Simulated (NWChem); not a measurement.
SiH$_{2}$Cl$_{2}$; SMILES Cl[SiH2]Cl

Program: NWChem. Pople sets run with spherical d functions. Structure relaxed at the PBE0/def2-SVP level. Level TPSS/6-31G*: energy and gradient; each run changes one setting, and changes count from the defaults (medium grid, exact Coulomb integrals, symmetry on).

| setting | size of the energy change (μHa) | largest change of a gradient component (μHa/bohr) |
|---|---|---|
| defaults | < 10 | < 30 |
| Coulomb fitting, Ahlrichs set | 600 | 50 |
| symmetry off | < 10 | other frame |
| Coulomb fitting, Weigend set | 200 | 40 |
| coarse grid | 10 | 300 |
